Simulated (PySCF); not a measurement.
A side-by-side comparison of computed properties.

First species: C2H8ClNSi3.
SMILES: `N#CC[Si@@H]([SiH3])[SiH2]Cl`

Second species: C₇H₁₃FSSi.
InChI=1S/C7H13FSSi/c1-3-4-7(2,10)6(9)5-8/h3H,1,4-5H2,2,10H3/t7-/m0/s1

Levels: PBE0/pcSseg-1 for dipole moment, HOMO energy, LUMO energy and HOMO–LUMO gap; GFN2-xTB for rotational constant A and rotational constant C. Geometries: GFN2-xTB. Each species is one conformer at its optimised geometry, gas phase, non-relativistic unless stated; the electronic structure was computed with PySCF and density fitting.

The conformers computed, where there is a choice (atom-mapped SMILES and torsion angles):
- `[N:1]#[C:2][CH2:3][Si@@H:4]([SiH3:5])[SiH2:6][Cl:7]`: C2–C3–Si4–Si5 56°, C3–Si4–Si6–Cl7 -175°
- `[CH2:1]=[CH:2][CH2:3][C@:4]([CH3:5])([SiH3:6])[C:7](=[S:8])[CH2:9][F:10]`: C1–C2–C3–C4 -123°, C2–C3–C4–C5 -69°, C3–C4–C7–S8 -143°, C4–C7–C9–F10 33°

```csv
property,column X,column Y
dipole moment,2.98 D,1.79 D
HOMO energy,-8.46 eV,-6.43 eV
LUMO energy,-1.42 eV,-2.18 eV
HOMO–LUMO gap,7.04 eV,4.25 eV
rotational constant A,2.025 GHz,0.993 GHz
rotational constant C,0.481 GHz,0.756 GHz
```

Q: Which column belongs to which species?

A: Column X is the first species and column Y the second. The first has 15 atoms and 86 electrons, the second 23 and 94.

Q: How does each property change from the first species to the second?

A: dipole moment -1.19 D; HOMO energy +2.03 eV; LUMO energy -0.76 eV; HOMO–LUMO gap -2.79 eV; rotational constant A -1.032 GHz; rotational constant C +0.275 GHz.

On the first: In atomic units the dipole is 1.17 e·bohr (1 au = 2.5417 D).

On the second: In atomic units the dipole is 0.70 e·bohr (1 au = 2.5417 D). A dipole of 1.79 D is allowed in C1, and pure rotational transitions are dipole-allowed.
